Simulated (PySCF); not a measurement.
BiH₃, SMILES [BiH3].

Coordinates come from a B3LYP-D3(BJ)/def2-TZVPD optimisation. The def2 effective core potentials stand for the cores of Bi; spin–orbit coupling is left out.

Computed with TDA-LC-ωPBE/def2-TZVPD (PySCF 2.14.0).

Vertical excitations; the highest root listed may be one member of a degenerate set. The molecule is in vacuum. State labels are in the subgroup Cs.

```tsv
state	symmetry	energy (eV)	λ (nm)	f	main pairs
S1	A'	6.57	189	0.197	HOMO→LUMO 94 %
S2	A"	6.57	189	0.065	HOMO→LUMO+2 (degenerate set)
S3	A'	6.57	189	0.065	HOMO→LUMO+1 (degenerate set)
S4	A"	7.71	161	0.000	HOMO−1→LUMO+2 47 %, HOMO−2→LUMO+1 47 %
S5	A'	8.02	155	0.084	HOMO−1→LUMO, HOMO−2→LUMO+2, HOMO−1→LUMO+1 (degenerate set)
S6	A"	8.02	155	0.084	HOMO−2→LUMO, HOMO−2→LUMO+1, HOMO−1→LUMO+2 (degenerate set)
S7	A"	8.64	144	0.333	HOMO−1→LUMO+2, HOMO−2→LUMO+1, HOMO→LUMO+5, HOMO−2→LUMO (degenerate set)
S8	A'	8.64	144	0.333	HOMO−2→LUMO+2, HOMO−1→LUMO+1, HOMO→LUMO+4, HOMO−1→LUMO (degenerate set)
S9	A'	8.76	142	0.006	HOMO→LUMO+3 52 %, HOMO−1→LUMO+1 22 %, HOMO−2→LUMO+2 22 %
S10	A'	8.97	138	0.349	HOMO→LUMO+4 76 %
T1	A'	5.32	233	0	HOMO→LUMO+1 (degenerate set)
T2	A"	5.32	233	0	HOMO→LUMO+2 (degenerate set)
T3	A'	5.72	217	0	HOMO→LUMO 63 %, HOMO−2→LUMO+2 12 %, HOMO−1→LUMO+1 12 %
T4	A'	6.68	185	0	HOMO−2→LUMO+2 32 %, HOMO−1→LUMO+1 32 %, HOMO→LUMO 29 %
```
Triplets are in the Tamm–Dancoff approximation.
